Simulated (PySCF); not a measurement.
CH8B4S.
SMILES with atom numbers: `[BH2:1][BH:2][CH2:3][BH:4][S:5][BH2:6]` (hydrogens: H7, H8 on B1; H9 on B2; H10, H11 on C3; H12 on B4; H13, H14 on B6)

Method: PBE0-D3(BJ)/def2-SVP geometry optimisation, gas phase (PySCF 2.14.0); density fitting, grid level 1; the optimiser is geomeTRIC in internal coordinates, started from a GFN2-xTB structure with every atom displaced at random (about 0.01 Å).

At the end of the run (lengths in Å): B2–H9 1.219, B1–B2 1.654, C3–B4 1.554, B4–H12 1.206, B4–S5 1.823, B6–H14 1.205, B6–H13 1.204, B2–C3–B4 106.0°, B1–B2–C3 125.4°, C3–B4–S5 119.6°, B4–S5–B6 103.8°, B1–B2–C3–B4 -121°, B2–C3–B4–S5 108°, C3–B4–S5–B6 180°, H9–B2–C3–B4 58°, H10–C3–B2–B1 7°.

**Question.** These geometries were met on the way; a selection of coordinates is given. Order them by energy above the end point, lowest first.
A. B2–H9 1.219, B1–B2 1.657, C3–B4 1.559, B4–H12 1.206, B4–S5 1.824, B6–H14 1.205, B6–H13 1.204, B2–C3–B4 102.9°, B1–B2–C3 125.1°, C3–B4–S5 121.1°, B4–S5–B6 103.9°, B1–B2–C3–B4 -106°, B2–C3–B4–S5 100°, C3–B4–S5–B6 178°, H9–B2–C3–B4 69°, H10–C3–B2–B1 17°
B. B2–H9 1.155, B1–B2 1.594, C3–B4 1.614, B4–H12 1.153, B4–S5 1.775, B6–H14 1.160, B6–H13 1.167, B2–C3–B4 106.6°, B1–B2–C3 121.7°, C3–B4–S5 119.1°, B4–S5–B6 105.0°, B1–B2–C3–B4 -106°, B2–C3–B4–S5 98°, C3–B4–S5–B6 -176°, H9–B2–C3–B4 72°, H10–C3–B2–B1 15°
C. B2–H9 1.220, B1–B2 1.655, C3–B4 1.557, B4–H12 1.206, B4–S5 1.822, B6–H14 1.205, B6–H13 1.204, B2–C3–B4 105.4°, B1–B2–C3 125.9°, C3–B4–S5 119.7°, B4–S5–B6 103.9°, B1–B2–C3–B4 -114°, B2–C3–B4–S5 104°, C3–B4–S5–B6 -178°, H9–B2–C3–B4 64°, H10–C3–B2–B1 12°
D. B2–H9 1.225, B1–B2 1.664, C3–B4 1.559, B4–H12 1.211, B4–S5 1.830, B6–H14 1.206, B6–H13 1.203, B2–C3–B4 101.8°, B1–B2–C3 123.8°, C3–B4–S5 117.9°, B4–S5–B6 104.7°, B1–B2–C3–B4 -104°, B2–C3–B4–S5 103°, C3–B4–S5–B6 172°, H9–B2–C3–B4 69°, H10–C3–B2–B1 19°

**Answer.** C (0.001 eV), A (0.012 eV), D (0.036 eV), B (0.308 eV).

```json
{"step": "7", "E above end (eV)": "0.001", "rms distance from the end, all atoms (Å)": "0.099", "largest force (eV/Å)": "0.047", "rms shift of all bonds from the end (Å)": "0.001"}
{"step": "2", "E above end (eV)": "0.012", "rms distance from the end, all atoms (Å)": "0.214", "largest force (eV/Å)": "0.148", "rms shift of all bonds from the end (Å)": "0.002"}
{"step": "1", "E above end (eV)": "0.036", "rms distance from the end, all atoms (Å)": "0.249", "largest force (eV/Å)": "0.555", "rms shift of all bonds from the end (Å)": "0.004"}
{"step": "0", "E above end (eV)": "0.308", "rms distance from the end, all atoms (Å)": "0.246", "largest force (eV/Å)": "2.363", "rms shift of all bonds from the end (Å)": "0.042"}
```

Rows stand in the order of the answer.
